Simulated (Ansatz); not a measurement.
`[NH2][AlH][SeH]` and `[NH2][AlH][OH]` differ in one atom or group.

Ansatz, PBE0-D4/def2-TZVP geometries, multiplicity 1. Each molecule was computed in one conformer, which needn't be the lowest.

Scalar relativity is left out up to krypton.

```tsv
property	`[NH2][AlH][SeH]`
size of the dipole moment (ωB97M-V/def2-TZVPP) / D	1.53
HOMO energy (B3LYP/def2-TZVPP) / eV	-6.79
LUMO energy (PBE0/def2-TZVPP) / eV	-0.41
HOMO energy (PBE/def2-TZVPP) / eV	-5.87
size of the dipole moment (B3LYP/def2-TZVPP) / D	1.47
HOMO–LUMO gap (ωB97M-V/def2-TZVPP) / eV	10.40
```

(1) What does the change do to each property? (Best estimate.)

Answers

(1) The calculation gave: 
| property | `[NH2][AlH][OH]` | shift |
| --- | --- | --- |
| size of the dipole moment (ωB97M-V/def2-TZVPP) / D | 0.41 | -1.12 |
| HOMO energy (B3LYP/def2-TZVPP) / eV | -7.13 | -0.34 |
| LUMO energy (PBE0/def2-TZVPP) / eV | 0.17 | 0.58 |
| HOMO energy (PBE/def2-TZVPP) / eV | -5.97 | -0.10 |
| size of the dipole moment (B3LYP/def2-TZVPP) / D | 0.42 | -1.05 |
| HOMO–LUMO gap (ωB97M-V/def2-TZVPP) / eV | 11.51 | 1.11 |

With PBE0 the HOMO falls by 0.34 eV and the LUMO rises by 0.58 eV, so the gap widens by about 0.92 eV. PBE moves the HOMO by -0.10 eV and ωB97M-V by -0.59 eV. Dipoles are sizes alone; their direction can turn.

B3LYP here is the variant with VWN-RPA as its local correlation; programs differ in this.

Spin–orbit coupling is left out; it splits and shifts lone-pair levels of the heavy atoms by tenths of an eV.
